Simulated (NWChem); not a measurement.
# BPH4O2; SMILES OB(O)P

```xyz
8

B     -0.0029    -0.4987     0.0000
O     -0.0206    -1.1312    -1.2058
H     -0.0564    -2.0931    -1.1663
O     -0.0206    -1.1312     1.2058
H     -0.0564    -2.0931     1.1663
P     -0.0883     1.4362     0.0000
H      0.8496     1.6307     1.0548
H      0.8496     1.6307    -1.0548
```
Atoms are numbered in this order, from 1.

Results from NWChem. Pople sets run with spherical d functions. Coordinates come from a PBE0/def2-SVP optimisation. Isolated, static molecule.

GIAO at B3LYP/6-31G*: principal shieldings of P6 are 534.5, 604.6, 634.3 ppm; an isolated phosphine molecule has σ = 586.8 ppm at the same levels.

**Question.** Find the isotropic 31P shift, its principal values, the span and the skew.

**Answer.** 
1. σ(iso) = one third of the sum = 591.1 ppm.
2. δ = σ(reference) − σ = -4.3 ppm against phosphine.
3. δ11, δ22, δ33 = 52.3, -17.8, -47.5 ppm.
4. Span Ω = δ11 − δ33 = 99.8 ppm; skew κ = 3(δ22 − δ(iso))/Ω = -0.40.
